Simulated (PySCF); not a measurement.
## Correlation energy of In(37+) (indium, charge +37)

[Ne] 3s2, closed-shell 1S. Calculation: PySCF 2.14, in an even-tempered Gaussian basis (18 s from 6.6 bohr⁻², ratio 2.5; 12 p from 8.6 bohr⁻², ratio 2.5; 4 d from 32 bohr⁻², ratio 2.7; 4 f from 48 bohr⁻², ratio 2.7); the spin-free X2C one-electron Hamiltonian (Gaussian nucleus). Frozen: 1s2; 10 electrons correlated; the 22 highest virtual orbitals of each spin left out.

| level | correlation energy (mhartree) |
| --- | --- |
| CCSD | -480.42 |
| (T) | -1.04 |
| CCSD(T) | -481.46 |

Diagnostics: T1 = 0.00027, D1 = 0.0009, largest double amplitude 0.062.

Cost of the coupled-cluster step: roughly 2.6 core-seconds, for 10 correlated electrons.

At this charge the one-electron X2C treatment keeps the bare 1/r₁₂, with no two-electron picture change or Breit term. The effect here is smaller than on the frozen 1s shell; and a scalar Hamiltonian misses the large spin-orbit splitting of the p shells, which matters for ns² → np² pairs.
